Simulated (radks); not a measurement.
Q: These are the eigenvalues of the occupied orbitals of an atom or ion with whole-number occupations (eV). All-electron calculation, scalar-relativistic Kohn-Sham, r2SCAN, spin-polarised, spherical densities, finite nucleus; meta-GGA in the generalised Kohn-Sham scheme; Fermi nuclear charge, rms radius of each element as measured or else 0.836 A^(1/3) + 0.57 fm. Program: a radial shooting solver on a logarithmic mesh with Libxc functionals.

1s down: -5942.447
1s up: -5942.416
2s up: -716.3176
2s down: -714.5455
2p up: -606.9261
2p down: -605.5705
3s up: -117.1635
3s down: -112.6769
3p up: -86.9585
3p down: -82.4826
3d up: -40.5129

Which element is it, and in what charge state? The configuration may be excited. Open shells, if any, are filled with parallel spins first.

A: Z = 24, chromium, charge +3: Cr3+ in [Ar] 3d3. The list shows which subshells hold electrons but not how many an open one holds; the 1s level, -218.38 hartree, gives Z - s = 20.9 by -(Z - s)^2/2, which with screening and relativity narrows Z to a few neighbours, and the depths of the outer levels then fix element, charge and occupations together.
